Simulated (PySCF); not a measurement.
# Vertical excitation energies

Compound: C₅H₁₂Si.
SMILES: `C1(C[SiH2]C1)CC`

Method used: PySCF 2.14.0, density-fitted response routines, TDDFT CAM-B3LYP/def2-SVPD, vertical, gas phase, core orbitals frozen in the response. Geometry: PBE0-D3(BJ)/def2-SVP, one conformer, isolated molecule. Torsions of this conformer, `[CH3:1][CH2:2][CH:3]1[CH2:4][SiH2:5][CH2:6]1`: C1–C2–C3–C4 179°.

```json
{"state": "S1", "E (eV)": "7.17", "E (kJ/mol)": "692", "λ (nm)": "172.9", "f": "0.016", "main configurations (H = HOMO, L = LUMO)": "H→L (80%), H→L+1 (9%)"}
{"state": "S2", "E (eV)": "7.58", "E (kJ/mol)": "732", "λ (nm)": "163.5", "f": "0.0017", "main configurations (H = HOMO, L = LUMO)": "H→L+1 (79%), H→L+4 (8%)"}
{"state": "S3", "E (eV)": "7.75", "E (kJ/mol)": "747", "λ (nm)": "160.1", "f": "0.094", "main configurations (H = HOMO, L = LUMO)": "H-1→L (74%)"}
{"state": "S4", "E (eV)": "7.88", "E (kJ/mol)": "761", "λ (nm)": "157.3", "f": "0.011", "main configurations (H = HOMO, L = LUMO)": "H-1→L+1 (74%), H-1→L+4 (14%)"}
{"state": "S5", "E (eV)": "8.16", "E (kJ/mol)": "787", "λ (nm)": "151.9", "f": "0.092", "main configurations (H = HOMO, L = LUMO)": "H→L+2 (49%), H→L+3 (29%)"}
{"state": "S6", "E (eV)": "8.21", "E (kJ/mol)": "792", "λ (nm)": "151.1", "f": "0.0089", "main configurations (H = HOMO, L = LUMO)": "H-2→L (39%), H-4→L (18%)"}
{"state": "S7", "E (eV)": "8.21", "E (kJ/mol)": "792", "λ (nm)": "151.0", "f": "0.071", "main configurations (H = HOMO, L = LUMO)": "H→L+3 (48%), H→L+2 (32%)"}
{"state": "S8", "E (eV)": "8.48", "E (kJ/mol)": "818", "λ (nm)": "146.2", "f": "0.034", "main configurations (H = HOMO, L = LUMO)": "H-1→L+2 (65%), H-1→L+4 (13%), H→L+4 (9%)"}
{"state": "S9", "E (eV)": "8.53", "E (kJ/mol)": "823", "λ (nm)": "145.4", "f": "0.025", "main configurations (H = HOMO, L = LUMO)": "H→L+4 (46%), H-1→L+3 (9%)"}
{"state": "S10", "E (eV)": "8.56", "E (kJ/mol)": "826", "λ (nm)": "144.9", "f": "0.0068", "main configurations (H = HOMO, L = LUMO)": "H-1→L+3 (50%), H→L+4 (9%), H-1→L+7 (8%)"}
```

Triplets, Tamm–Dancoff:

| state | E (eV) | λ (nm) | main configurations (H = HOMO, L = LUMO) |
| --- | --- | --- | --- |
| T1 | 6.78 | 182.8 | H→L (73%), H→L+1 (10%) |
| T2 | 6.89 | 180.1 | H-1→L (71%), H-1→L+1 (10%) |
| T3 | 7.40 | 167.6 | H→L+1 (70%), H→L+4 (14%) |
| T4 | 7.71 | 160.8 | H-1→L+1 (66%), H-1→L+4 (15%) |

The lowest singlet lies at 7.17 eV (173 nm, vacuum ultraviolet) and is weak; its leading configuration is HOMO→LUMO (80%). The largest oscillator strength of a single state is 0.094. S6/S7 lie within about 0.01 eV of each other. Löwdin shares by element: HOMO carbon 48% or more, silicon 18% (atoms not listed hold the other 35%); LUMO silicon 25%, hydrogen 18% or more, carbon 12% or more (atoms not listed hold the other 45%). The oscillator strengths of these states sum to 0.360; summed over the whole spectrum of an exact calculation they would give the number of electrons, 56 (Thomas–Reiche–Kuhn). The listed states span 1.39 eV, and the widest gap between neighbours is 0.41 eV (S1 to S2). Weighted by f, the mean energy of these states is 8.07 eV. No computed singlet lies in the visible range (380 to 750 nm); the lowest, at 173 nm, stands 3.91 eV above its violet end (3.26 eV). The vertical ionisation energy (ΔSCF) is 9.76 eV, 1.20 eV above S10. Singlets were solved by full linear response, triplets in the Tamm–Dancoff approximation.

Time: 4.9 min; peak memory 1.0 GiB. Hardware: Arm Neoverse V1, one thread, no GPU (shared host).

Without π bonds the low states are Rydberg-like; a valence basis with one diffuse set may place them up to an eV too high.
